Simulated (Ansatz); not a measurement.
Species: dimethylsilyl formate, C3H8O2Si (charge 0, singlet). SMILES: C[SiH](C)OC=O
Coordinates optimised at B3LYP-D3(BJ)/def2-TZVP (Ansatz, a program for electronic structure):
```xyz
14

C     -0.8197     1.8291    -0.0673
Si    -0.6109     0.1485     0.7038
C     -1.6202    -1.1749    -0.1283
O      1.0430    -0.2923     0.7050
C      1.7474    -0.4573    -0.4134
O      1.3232    -0.3216    -1.5300
H     -0.1737     2.5658     0.4140
H     -0.5785     1.7994    -1.1303
H     -1.8529     2.1676     0.0434
H     -0.8992     0.1959     2.1536
H     -1.3855    -1.2289    -1.1917
H     -1.4312    -2.1529     0.3183
H     -2.6860    -0.9585    -0.0200
H      2.7850    -0.7384    -0.1861
```

Wanted: atomisation energy, in kcal/mol. Conventions: no spin-orbit coupling; non-relativistic; valence correlation only; atomisation electronic, to ground-state atoms; open shells spin-unrestricted; no dispersion term unless named. Basis-set limits of correlation are two-point, X^-3; Hartree-Fock from the larger set. First-principles rows: single points at B3LYP-D3(BJ) geometries (Ansatz).

```csv
species,coefficient,"E at B3LYP/STO-3G (Ansatz), Eh","E at wB97M-V/def2-TZVPD (Ansatz), Eh"
C[SiH](C)OC=O,-1,-552.25713,-559.14479
C atom,+3,-37.35240,-37.84643
H atom,+8,-0.46753,-0.49411
O atom,+2,-74.03486,-75.07806
Si atom,+1,-285.94209,-289.35271
```

Coupled cluster (Ansatz) is a level with limits of its own, used here on species with T1 under 0.025 (0.045 for open shells) and stable references: CCSD(T)/CBS(cc-pV(T+d)Z,cc-pV(Q+d)Z). Value to compare with, CCSD(T)/CBS(cc-pV(T+d)Z,cc-pV(Q+d)Z) (Ansatz): 1343.4 kcal/mol. 1 Eh = 627.5095 kcal/mol.

### Question
Compute it at each level from the table, and compare with CCSD(T)/CBS(cc-pV(T+d)Z,cc-pV(Q+d)Z) (Ansatz).

### Answer

- B3LYP/STO-3G: the sum of coefficient times E is 2.44788 Eh, or 1536.07 kcal/mol. Result: 1536.1 kcal/mol. Its difference against CCSD(T)/CBS(cc-pV(T+d)Z,cc-pV(Q+d)Z) (Ansatz) is 192.7 kcal/mol.
- wB97M-V/def2-TZVPD: the sum of coefficient times E is 2.14379 Eh, or 1345.25 kcal/mol. Result: 1345.2 kcal/mol. Its difference against CCSD(T)/CBS(cc-pV(T+d)Z,cc-pV(Q+d)Z) (Ansatz) is 1.8 kcal/mol.
